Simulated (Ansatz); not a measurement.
CH3S (SMILES [CH2]S) moved off its minimum; all values from Ansatz (a quantum-chemistry and plane-wave program), cores frozen in correlated methods. Open shells are unrestricted.
(charge 0, multiplicity 2)
```xyz
5

C     -0.85669     0.41185     0.12239
S      0.55725    -0.32406     0.14169
H     -1.88241    -0.26243     0.10532
H     -1.00240     1.57938    -0.03957
H      1.23930     0.78702     0.10104
```

Forces at r2SCAN/def2-TZVPP (eV/Å):

```json
[
 {"atom": "C1", "Fx": "-7.199", "Fy": "2.590", "Fz": "-0.484"},
 {"atom": "S2", "Fx": "2.918", "Fy": "-2.338", "Fz": "0.050"},
 {"atom": "H3", "Fx": "2.917", "Fy": "1.877", "Fz": "0.061"},
 {"atom": "H4", "Fx": "0.339", "Fy": "-2.838", "Fz": "0.384"},
 {"atom": "H5", "Fx": "1.025", "Fy": "0.708", "Fz": "-0.011"}
]
```

Question: Give the forces (eV/Å), the total energy and the dipole at CCSD(T)/cc-pV(T+d)Z.

Answer: 
```json
[
 {"atom": "C1", "Fx": "-7.557", "Fy": "2.782", "Fz": "-0.477"},
 {"atom": "S2", "Fx": "3.317", "Fy": "-2.422", "Fz": "0.045"},
 {"atom": "H3", "Fx": "2.941", "Fy": "1.886", "Fz": "0.057"},
 {"atom": "H4", "Fx": "0.372", "Fy": "-2.866", "Fz": "0.382"},
 {"atom": "H5", "Fx": "0.926", "Fy": "0.620", "Fz": "-0.007"}
]
```
Energy -437.4811 hartree, dipole 0.84 D.
